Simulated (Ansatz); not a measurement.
Relaxation of the cluster Cr₂B₂ with RKS r2SCAN-D4/def2-SVP.

```sh
$ ansatz run in.yaml --threads 4 --pin off --events-out ev --progress --plain --max-ram 3916MiB
```

```yaml
crystal:
  periodic: [false, false, false]
  atoms:
    - {symbol: Cr, position_ang: [0.326220, 1.278520, 0.295200]}
    - {symbol: Cr, position_ang: [0.217210, -0.222740, -1.316260]}
    - {symbol: B, position_ang: [-1.006680, -0.303120, 0.351260]}
    - {symbol: B, position_ang: [0.463260, -0.752660, 0.669810]}
basis:
  gaussian: {orbitals: def2-SVP}
hamiltonian: {xc: r2scan, dispersion: d4}
scf: {omitted_lower_state_checks: [starts]}
output: {orbitals: {seedname: orbitals}}
relax: {f_tol: 0.02, max_steps: 100}
```

Run time 24 s (4 threads of Arm Neoverse V1 on a shared host).

Positions (Å) and forces (eV/Å) at steps 1, 2, 3, 4, 5, 6 of 6:

```xyz
4
step=1 energy=-58176.6419 eV
Cr    0.326    1.279    0.295   -0.761   -4.491   -2.811
Cr    0.217   -0.223   -1.316   -0.252    2.521    4.718
B    -1.007   -0.303    0.351    0.268    1.057   -1.004
B     0.463   -0.753    0.670    0.745    0.914   -0.903
4
step=2 energy=-58177.6223 eV
Cr    0.318    1.198    0.219   -0.383   -2.460   -1.693
Cr    0.220   -0.153   -1.230   -0.095    1.530    2.594
B    -1.015   -0.294    0.344    0.365    0.424   -0.423
B     0.477   -0.751    0.667    0.112    0.505   -0.479
4
step=3 energy=-58177.4412 eV rejected
Cr    0.314    1.108    0.112    0.369    4.187    4.198
Cr    0.229   -0.053   -1.133   -0.220   -3.897   -4.479
B    -1.022   -0.299    0.348    0.081   -0.191    0.173
B     0.478   -0.757    0.673   -0.229   -0.098    0.108
4
step=4 energy=-58177.8204 eV
Cr    0.313    1.160    0.191   -0.087   -0.691   -0.572
Cr    0.219   -0.126   -1.190    0.001    0.524    0.734
B    -1.014   -0.289    0.338    0.071    0.074   -0.075
B     0.481   -0.745    0.662    0.014    0.093   -0.088
4
step=5 energy=-58177.8352 eV
Cr    0.312    1.148    0.177    0.016    0.109    0.078
Cr    0.220   -0.113   -1.177    0.003   -0.071   -0.115
B    -1.014   -0.289    0.338   -0.006   -0.020    0.019
B     0.481   -0.746    0.662   -0.014   -0.018    0.017
4
step=6 energy=-58177.8356 eV
Cr    0.313    1.150    0.178    0.001   -0.001   -0.006
Cr    0.220   -0.115   -1.179    0.002    0.006    0.001
B    -1.013   -0.289    0.338   -0.009    0.000    0.001
B     0.481   -0.746    0.662    0.006   -0.005    0.004
```

The restricted singlet is unstable towards broken spin symmetry at other levels; at r2SCAN-D4/def2-SVP this wasn't settled. At r2SCAN-D4/def2-SVP a triplet of charge 0 lies 2.50 eV below the restricted singlet, each at its own geometry. Another isomer (singlet) lies 0.12 eV lower at PBE0-D4/def2-TZVP.
